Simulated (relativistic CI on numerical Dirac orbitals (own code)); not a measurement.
## Ti⁴⁺ in a cubic cluster: 2p photoemission with charge transfer

Computed with a charge-transfer multiplet model of a cubic metal-ligand cluster with up to 2 ligand holes, Slater and spin-orbit integrals from Dirac-Coulomb-Breit ions, Slater integrals scaled by 0.7. The ground state mixes d0 with configurations of k ligand holes L, whose averages lie at kΔ + k(k − 1)U_dd/2; a core hole lowers each added d electron by U_cd. 20 K, Lorentzian 0.6 eV and Gaussian 0.8 eV FWHM.

Atomic integrals in eV (Slater integrals scaled, ζ unscaled), ground: F2dd 5.756, F4dd 3.579, zeta_d 0.013; with the core hole: F2dd 5.756, F4dd 3.579, zeta_d 0.032, zeta_core 3.740, F2cd 4.433, G1cd 3.312, G3cd 1.881. Where a configuration has fewer than two d electrons, the dd integrals are those of d2.

Cluster parameters (eV): Δ = 0, U_cd = 6.5, 10Dq = 1.15, 10Dq(ligand) = 0.2, V(eg) = 1.45, V(t2g) = -0.63, final-state hopping factor = 0.8.

Weights, n_d and S are thermal averages at 20 K. Binding energies count from the first peak over 30 % of the highest in each spectrum, which can be another peak from case to case. The parameters are a model scan and need not match a compound or its usual spin state. Peaks in eV (height, largest 100): 0.0 (100), 6.1 (72), 12.1 (27), 13.7 (11), 17.8 (8).

Question: Which parameters give this spectrum?
A. U_dd = 5.7 eV
B. U_dd = 3.6 eV
C. U_dd = 7.1 eV

Answer: A. U_dd = 5.7 eV; the ground state then has 0.76 d electrons and S = 0.00. The choice follows from running the model for each set and comparing peak positions and heights. The space is cut while the next configuration still counts.
